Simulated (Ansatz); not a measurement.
Program: Ansatz. Geometries: PBE0-D4/def2-TZVP. ΔE: electronic, gas phase. CBS: MP2 limit from def2 TZ/QZ plus the TZ coupled-cluster correction, frozen cores. Functionals use def2-TZVPP. B3LYP here is the variant with VWN-RPA as its local correlation; programs differ in this. One conformer a species, not always the lowest.

Consider the ligand exchange at the Si–O bond: `[CH3][Al]([SiH3])[O][SiH3]` + `O[SiH2][NH][AlH2]` → `[AlH2][NH][SiH2]O[SiH3]` + `[CH3][Al]([OH])[SiH3]`.

Task: Is it downhill or uphill in electronic energy at CCSD(T)/CBS, and by how much? (An estimate is asked.)

Result: Computed: Nearly level: ΔE = +2.9 kJ/mol.

Task: What do these levels give: PBE-D4, r2SCAN-D4, ωB97M-V, revPBE, PBE0, B3LYP, r2SCAN0, BHLYP, CCSD/def2-SVP, MP2/def2-TZVPP, HF/def2-QZVPP, MP2/CBS(def2)? (An estimate is asked.)

Result: Computed: PBE-D4 1.9, r2SCAN-D4 3.3, ωB97M-V 2.9, revPBE 2.7, PBE0 3.7, B3LYP 3.2, r2SCAN0 4.2, BHLYP 4.3, CCSD/def2-SVP 4.5, MP2/def2-TZVPP 3.2, HF/def2-QZVPP 5.6, MP2/CBS(def2) 2.6 kJ/mol.

Largest T1 diagnostic among the species: 0.013.

Leaving LDA and LC-ωPBE aside and taking each functional with its dispersion term where it has one, the values, not all of them listed here, spread over 4.5 kJ/mol, from BLYP-D4 to B97M-V.
